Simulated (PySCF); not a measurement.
A GIAO shielding run with PySCF (density fitting, non-relativistic, gas phase) on SMILES C#C[C@@H]1CCN([SiH3])C1, C$_{6}$H$_{11}$NSi:

```
$ OMP_NUM_THREADS=1 python probes_run.py task.json out

{"job": {"kind": "nmr", "xc": "PBE0", "basis": "pcSseg-1"}, "charge": 0, "multiplicity": 1}
C      3.364625     0.504436     0.845700
C      2.202457     0.263758     1.000555
C      0.792561    -0.033205     1.148013
C      0.433024    -1.416704     0.561382
C     -0.312614    -1.073555    -0.728887
N     -1.012105     0.141847    -0.395243
Si    -2.393708     0.750145    -1.200887
C     -0.079343     0.960453     0.338792
H      4.385116     0.716097     0.726286
H      0.539315     0.010639     2.211034
H      1.317817    -2.025206     0.380964
H     -0.229884    -1.950391     1.242305
H     -1.015872    -1.847346    -1.035470
H      0.407323    -0.910012    -1.545473
H     -2.126262     1.494592    -2.445030
H     -3.032377     1.652602    -0.241819
H     -3.196249    -0.431505    -1.510520
H     -0.618381     1.660268     0.978904
H      0.564755     1.542338    -0.338069
```

Hardware: 1 thread of an Arm Neoverse V1, shared host. The job also computes population analyses, field gradients, ring-centre shieldings.

Question: How large is the calculation?

Answer: 68 electrons, 198 basis functions and 1041 auxiliary functions.

Question: How long does it take, and how much memory does it need?

Answer: 60 s of wall time, with 14 SCF cycles and 5 response iterations; peak memory 0.88 GiB. Times on a shared host scatter by some tens of per cent.
